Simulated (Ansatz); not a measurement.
`C[O][SbH][CH3]`, relaxed with RKS PBE-D4/def2-SVP in Ansatz from a rough embedded geometry. The force threshold is 0.03 eV/Å; the program also tests the step.

The species carries charge 0 and has multiplicity 1. Sb takes the def2 core potential.

Start:

```xyz
11

C     0.691   -1.649    0.441
O     1.061   -0.389    0.720
Sb    0.794    0.648   -1.008
C    -1.252    1.320   -0.340
H    -0.378   -1.781    0.141
H     0.843   -2.330    1.380
H     1.339   -2.117   -0.333
H     1.459    2.136   -0.254
H    -1.869    0.427   -0.437
H    -1.534    2.121   -1.003
H    -1.153    1.614    0.691
```

(1) By how much does the energy fall, and how many steps does the optimiser take? (Estimate.)

(2) Which bonds change most? (Best estimate.)

(3) Give the relaxed structure. (Best estimate.)

Answers

(1) Ansatz gave: 34.95 kJ/mol, in 9 steps, 1 of them rejected.

(2) The calculation gave: C1–O2 from 1.342 to 1.409 Å; Sb3–C4 from 2.255 to 2.194 Å; Sb3–H8 from 1.796 to 1.738 Å; C1–H6 from 1.170 to 1.112 Å.

(3) The calculation gave: 
```xyz
11

C     0.762   -1.776    0.512
O     1.067   -0.405    0.624
Sb    0.741    0.753   -1.025
C    -1.272    1.387   -0.427
H    -0.334   -1.985    0.421
H     1.111   -2.283    1.438
H     1.265   -2.286   -0.348
H     1.472    2.116   -0.233
H    -2.023    0.665   -0.799
H    -1.494    2.391   -0.841
H    -1.297    1.423    0.679
```
